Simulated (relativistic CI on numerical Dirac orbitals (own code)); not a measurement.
**La²⁺: calculation against measurement**

Calculated at this level of theory: Dirac-Coulomb-Breit CI, orbitals from a KLI potential per configuration, QED by a radiative potential, valence Slater integrals scaled by 0.85, P86 correlation energy added to each configuration (own radial code, finite nucleus).

CI space (outside the closed core [Kr] 4d10 5s2): 5p6 5d, 5p6 4f, 5p6 6s, 5p6 6p, 5p6 5f, 5p6 5g, 5p6 7s, 5p6 6d, 5p6 7p, 5p6 8s, 5p6 7d, 5p5 5d2, 5p6 6f, 5p6 8p. Double excitations out of closed p, d and f shells are left out; levels of such configurations are missing from the list, as are those of other unlisted configurations, and high levels can miss mixing partners.

| Configuration | Term (tabulated) | J | Measured (cm⁻¹) | Computed | Error | Purity (%) |
| --- | --- | --- | --- | --- | --- | --- |
| 5p6 5d | 2D | 3/2 | 0.0 | 0 | 0 | 100 |
| 5p6 5d | 2D | 5/2 | 1603.2 | 1281 | -323 | 100 |
| 5p6 6s | 2S | 1/2 | 13591.1 | 15429 | 1837 | 100 |
| 5p6 7s | 2S | 1/2 | 82347.3 | 81532 | -815 | 100 |
| 5p6 6d | 2D | 3/2 | 82380.8 | 81302 | -1079 | 100 |
| 5p6 6d | 2D | 5/2 | 82814.3 | 81713 | -1101 | 100 |
| 5p6 7p | 2P° | 1/2 | 93232.4 | 92456 | -777 | 100 |
| 5p6 7p | 2P° | 3/2 | 94461.4 | 93555 | -906 | 100 |
| 5p6 8s | 2S | 1/2 | 110209.6 | 109017 | -1193 | 100 |
| 5p6 5g | 2G | 7/2 | 114754.9 | 115143 | 388 | 100 |
| 5p6 5g | 2G | 9/2 | 114755.3 | 115142 | 387 | 100 |
| 5p6 6f | 2F° | 5/2 | 114889.8 | 114118 | -772 | 99 |
| 5p6 6f | 2F° | 7/2 | 114938.9 | 114174 | -765 | 99 |
| 5p6 8p | 2P° | 1/2 | 115602.3 | 114523 | -1079 | 100 |
| 5p6 8p | 2P° | 3/2 | 116225.9 | 115083 | -1142 | 100 |

Measured levels from Martin, Zalubas and Hagan, Atomic Energy Levels: The Rare-Earth Elements, NSRDS-NBS 60 (1978); pairs were made by configuration, J and term (by order where the table uses no LS term), so strongly mixed levels may be paired wrongly.

Mean error by configuration (cm⁻¹): 5p6 5d -323; 5p6 6s 1837; 5p6 7s -815; 5p6 6d -1090; 5p6 7p -841; 5p6 8s -1193; 5p6 5g 388; 5p6 6f -768; 5p6 8p -1111. Over the excited levels the mean absolute error is 897 cm⁻¹ (14 of the 31 excited levels that our extract of the source holds in range could be paired, and the others can miss by more), and the median relative error of those above 1,000 cm⁻¹ is 0.97 %.
